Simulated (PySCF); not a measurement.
Al(I)(Me)(OH) (CH₄AlIO), SMILES [CH3][Al]([OH])[I]. Atoms are numbered in the order given.

```xyz
8

Al     0.0974    -1.3758     0.0000
I     -0.0469     1.1238     0.0000
C     -1.4937    -2.4948     0.0000
H     -2.1205    -2.2886     0.8920
H     -1.2196    -3.5687     0.0000
H     -2.1205    -2.2886    -0.8920
O      1.6455    -2.1179     0.0000
H      2.4767    -1.6168     0.0000
```
Charge 0, spin multiplicity 1.

Geometry optimised at PBE-D3(BJ)/def2-SVP. The structure was generated by enumeration; whether it is a known compound was not checked. The def2 effective core potentials stand for the cores of I; spin–orbit coupling is left out. The values are those of a single conformer.

These are PBE/def2-TZVP in PySCF values and carry that method's errors.

Symmetry labels are those of the subgroup Cs that the program uses (full group Cs).

**Question.** List the valence orbital energies around the gap with their symmetry. (An estimate is asked for; the answer gives what the named calculation found.)

**Answer.** 
| orbital | symmetry | energy (eV) |
|---|---|---|
| HOMO−7 | A' | -9.88 |
| HOMO−6 | A" | -9.83 |
| HOMO−5 | A' | -9.21 |
| HOMO−4 | A' | -8.00 |
| HOMO−3 | A" | -7.74 |
| HOMO−2 | A' | -7.29 |
| HOMO−1 | A" | -6.68 |
| HOMO | A' | -6.51 |
| LUMO | A' | -1.42 |
| LUMO+1 | A" | -1.36 |
| LUMO+2 | A' | 0.16 |
| LUMO+3 | A' | 0.64 |
